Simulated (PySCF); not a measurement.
Species: sum formula H₆SiN₃O, charge 0, multiplicity 2. It need not be the lowest isomer of its formula. SMILES: N[Si](N)(N)[O]
Structure (B3LYP-D3(BJ)/def2-TZVP (Ansatz) minimum search):
```xyz
11

Si     0.0440    -0.0577     0.0275
O     -0.6549    -1.3559     0.7139
N     -1.4289     0.8562    -0.1705
N      1.1286     0.9359     0.8966
N      0.8244    -0.5031    -1.4126
H     -2.1200     0.5005    -0.8162
H     -1.8812     1.2758     0.6302
H      2.0776     0.6247     1.0316
H      0.8197     1.4960     1.6754
H      0.6186    -1.3666    -1.8843
H      1.4409     0.1009    -1.9282
```
Charge 0, spin multiplicity 2.

Dispersion corrections to the total energy (kcal/mol) from the dftd3 and dftd4 libraries through PySCF: D3(BJ) without and D4 with the three-body term, each with the damping fitted for the functional named.

```tsv
functional	D3(BJ)	D4
PBE	-5.25	-5.46
B2GP-PLYP	-3.50	[?]
TPSSh	-6.08	-6.69
r2SCAN	-1.47	-1.33
BHLYP	-7.24	[?]
B2PLYP	-4.28	-3.80
TPSS	[?]	-7.38
```

### Question
What belongs in the gaps?

### Answer

- B2GP-PLYP, D4: -2.28
- BHLYP, D4: -6.44
- TPSS, D3(BJ): -6.61
